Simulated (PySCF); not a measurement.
Species: C₆H₇O₃ (charge -1).
Atom-mapped SMILES: `[CH3:1][O:2][C:3](=[O:4])/[CH:5]=[CH:6]\[CH:7]=[CH:8]/[O-:9]` (hydrogens: H10, H11, H12 on C1; H13 on C5; H14 on C6; H15 on C7; H16 on C8)

The calculation used PBE0-D3(BJ)/def2-SVP geometry optimisation, gas phase (PySCF).

Problem. List the bond lengths, angles and torsions at this level.

Solution. 
```tsv
bond	length (Å)	order
C1–O2	1.395	single
O2–C3	1.391	single
C3=O4	1.223	double
C3–C5	1.426	single
C5=C6	1.393	double
C6–C7	1.392	single
C7=C8	1.426	double
C8–O9	1.233	single
C1–H10, C1–H11, C1–H12	1.103	single
C5–H13	1.092	single
C6–H14	1.099	single
C7–H15	1.092	single
C8–H16	1.132	single
```

Bonds in one row agree within 0.01 Å and their mean is given. Orders are formal, as drawn. A selection of angles:
```tsv
angle	degrees
C1–O2–C3	114.7
O2–C3–O4	118.9
O2–C3–C5	111.3
O4–C3–C5	129.9
C3–C5–C6	124.8
C5–C6–C7	131.0
C6–C7–C8	120.9
C7–C8–O9	128.7
```

Dihedral angles: C1–O2–C3–O4 0° (synperiplanar); O2–C3–C5–C6 180° (antiperiplanar); C3–C5–C6–C7 0° (synperiplanar); C5–C6–C7–C8 180° (antiperiplanar); C6–C7–C8–O9 0° (synperiplanar). The mirror-image conformer, all signs reversed, is as good.

The 9 heavy atoms lie in one plane (0.003 Å rms). The 4 C–O bonds span 1.223 Å (C3=O4, drawn double in a drawing that doesn't fit all lengths) to 1.395 Å (C1–O2, drawn single in a drawing that doesn't fit all lengths), a spread of 0.172 Å. C7 (carbon bonded to 2 C and H) is planar (angles 120.9°, 120.1° and 119.0°, sum 360.0°, 0.00 Å off the plane of its three neighbours). Of the pairs four or more bonds apart, O4···H15 is among the closest relative to their van der Waals radii: 2.46 Å, 90 % of the sum of Bondi's values. C5 (alkene CH carbon) is planar (angles 124.8°, 119.3° and 115.9°, sum 360.0°, 0.00 Å off the plane of its three neighbours). O2 (ester single-bonded oxygen) is bent (angle 114.7°). The 4 C–C bonds span 1.392 Å (C6–C7, drawn single in a drawing that doesn't fit all lengths) to 1.426 Å (C3–C5, drawn single in a drawing that doesn't fit all lengths), a spread of 0.034 Å.

Point group: near Cs, missed by 0.09 Å at most; the miss may be what the optimiser left on a soft mode. PBE0-D3(BJ)/def2-SVP frequencies: not computed here.
